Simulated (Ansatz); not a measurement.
**One elementary step**

Start structure (SiH2BrCl3, closed shell), relaxed at PBE0-D4/def2-TZVP:

```xyz
7
angstrom
Si -0.3458 -0.9431 -0.2097
H 1.1216 -0.9243 -0.2307
Cl -1.0256 -2.6622 -1.0443
Cl -1.0193 -0.7928 1.6950
Cl -1.0508 0.6356 -1.2949
H 0.6127 2.3433 0.0877
Br 1.7073 2.3435 0.9970
```

The step: SiHCl₃ ([Cl][SiH]([Cl])[Cl]) + HBr → SiBrCl₃ ([Cl][Si]([Cl])([Cl])[Br]) + H₂; bonds formed: Si1–Br7, H2–H6; bonds broken: Si1–H2, H6–Br7. Computed with Ansatz 0.2.0 (basis: def2-TZVPP and def2-QZVPP); correlated methods freeze the cores. Filled d shells of the heavier atoms are correlated. The def2 sets are not built for correlating such inner shells, so the correlated values are less sure here. Extrapolation: Hartree–Fock as exp(−7.88 √X), correlation as X^−2.97. Energies below are by CCSD(T) at an estimated basis limit (MP2 extrapolated from triple and quadruple zeta, plus CCSD(T) − MP2 in triple zeta).

(1) What are the electronic barrier and the energy of the step, from the start structure to the end structure? (Judge from chemistry; the value comes from the calculation.)

T1 diagnostic: at most 0.010.

## Answers

(1) By the calculation: Barrier 1.965 eV; step energy -0.603 eV (downhill); reverse barrier, their difference, 2.567 eV. Barrier and step energy count from the start structure, the reverse barrier from the end structure.

The saddle point: One imaginary mode of 779i cm⁻¹.
```
   pair  start (Å)  saddle (Å)  end (Å)
Si1–Br7       4.06        2.61     2.19
  H2–H6       3.32        0.92     0.75
 Si1–H2       1.47        1.67     4.14
 H6–Br7       1.42        1.82     4.14
```

Zero-point energy (harmonic, PBE0-D4): ZPE is 0.571 eV at the start and 0.547 eV at the saddle, so the barrier goes from 1.965 to 1.941 eV.

Labels in which every atom is bracketed show which atoms are joined, not bond orders.

For scale, one of the runs: CCSD(T)/def2-TZVPP, 244 basis functions, launched by `ansatz run in.yaml --threads 8 --pin off --events-out ev --progress --plain --max-ram 19148MiB`. The run took 2 min on 8 CPU threads of an Arm Neoverse V2 (shared host), with 4.5 GiB of host memory at its peak.
